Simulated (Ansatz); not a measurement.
`[OH][Ga]([OH])[F]` + HBr → `[OH][Ga]([F])[Br]` + H₂O at 298.15 K and 1 bar (ligand exchange at a Ga–O bond).

Program: Ansatz. Geometries: PBE0-D4/def2-TZVP. ΔE: electronic, gas phase. CCSD(T)/CBS is the MP2 limit (def2-TZVPP, def2-QZVPP) plus CCSD(T) − MP2 in def2-TZVPP, frozen cores. This one scheme is used for every species. For Br, Ga outer-core shells are correlated without core-valence functions, which leaves a few kJ/mol of doubt a bond. Scalar relativity is left out up to krypton. One conformer a species, not always the lowest.

```tsv
species	CCSD(T)/CBS energy (Eh)	H − E (kJ/mol)	S (J/(mol·K))
`[OH][Ga]([OH])[F]`	-2175.39098	94.8	319.3
HBr	-2573.91920	24.6	198.6
`[OH][Ga]([F])[Br]`	-4672.95707	61.5	335.6
H₂O	-76.37941	66.4	188.7
```

H − E and S are ideal-gas, rigid-rotor, harmonic terms from PBE0-D4/def2-TZVP, for one conformer and one mirror image of each species. 1 Eh = 2625.50 kJ/mol, R = 8.31446 J/(mol·K).

Task: By hand: ΔE, ΔH, ΔS and ΔG.

Result: ΔE = (-4672.95707) + (-76.37941) − (-2175.39098) − (-2573.91920) = -0.02630 Eh = -69.1 kJ/mol. Δ(H − E) = 61.5 + 66.4 − 94.8 − 24.6 = 8.5, so ΔH = -60.6 kJ/mol. ΔS = 335.6 + 188.7 − 319.3 − 198.6 = 6.4 J/(mol·K). ΔG = -60.6 − 298.15 × (6.4)/1000 = -62.5 kJ/mol.

Task: By hand: the equilibrium constant, and the temperature at which ΔG would vanish if ΔH and ΔS stayed fixed.

Result: log₁₀ K = −ΔG/(RT ln 10) = 10.9. ΔH and −TΔS have one sign here, so there is no such temperature.

The number of gas molecules stays the same, so ΔS is small and ΔH decides. A doubt of 5 kJ/mol in ΔE shifts log₁₀ K by 0.9 here. Other conformers and mirror images would add mixing entropy, several J/(mol·K) or more a flexible species. These are equilibria of isolated gas molecules and say nothing of rates. Largest T1 diagnostic: 0.014 (customary marks: 0.02 for closed shells, 0.045 for open ones).

ΔS is within the doubt of such terms, so its sign, and with it that verdict, could turn.
